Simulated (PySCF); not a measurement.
A series of derivatives of [SiH3]SC1CC12CC2

Parent skeleton `[SiH3:1][S:2][CH:3]1[CH2:4][C:5]12[CH2:6][CH2:7]2`; one hydrogen on atom 6 is replaced by X. Hydrogens on one atom are averaged.

Theoretical values (PySCF): GFN2-xTB geometry, NMR shieldings at PBE0/pcSseg-1/GIAO. A single conformation, non-relativistic Hamiltonian, in vacuum, averaged over atoms made equivalent by symmetry, fast rotation or ring inversion.

Shifts are taken against calculated references (same method and geometry level): ²⁹Si (σref 349.16), ¹³C (σref 186.93), ¹H (σref 31.72) vs TMS; ³³S (σref 503.73) against CS2.

Problem. Give δ (ppm) for X = OSiH3, vinyl, CH2SiH3, N=CH2, CH3, OH, ethynyl, NHCH3, C2H5.

Solution. 
```csv
X,SMILES,Si1,S2,C3,C4,C5,C6,C7,H(Si1),H(C3)
OSiH3,[SiH3]O[C@@H]1C[C@@]12C[C@H]2S[SiH3],-52.9,-146.0,27.4,19.0,23.4,60.8,18.1,4.66,2.34
vinyl,C=C[C@@H]1C[C@@]12C[C@H]2S[SiH3],-57.7,-147.5,25.9,20.0,25.7,30.5,19.1,4.56,2.33
CH2SiH3,[SiH3]C[C@@H]1C[C@@]12C[C@@H]2S[SiH3],-55.6,-154.1,24.0,18.4,27.8,21.6,17.3,4.53,2.35
N=CH2,C=N[C@@H]1C[C@@]12C[C@H]2S[SiH3],-48.7,-156.3,26.8,20.1,30.4,54.1,23.8,4.59,2.62
CH3,C[C@@H]1C[C@]12C[C@@H]2S[SiH3],-56.5,-150.1,26.6,15.7,26.8,15.6,18.1,4.48,2.08
OH,O[C@@H]1C[C@@]12C[C@H]2S[SiH3],-56.0,-158.9,25.7,21.5,23.2,58.6,18.6,4.65,2.44
ethynyl,C#C[C@@H]1C[C@]12C[C@H]2S[SiH3],-57.1,-147.3,26.6,19.1,28.0,12.2,18.3,4.61,2.33
NHCH3,CN[C@@H]1C[C@@]12C[C@@H]2S[SiH3],-65.3,-174.9,23.3,15.5,20.4,45.1,14.9,4.41,2.31
C2H5,CC[C@@H]1C[C@]12C[C@@H]2S[SiH3],-56.5,-147.9,26.3,15.2,27.4,22.4,17.5,4.48,2.07
```

Problem. Which position responds most, and to which substituents?

Solution. C6: from 12.2 ppm with ethynyl to 60.8 ppm with OSiH3.
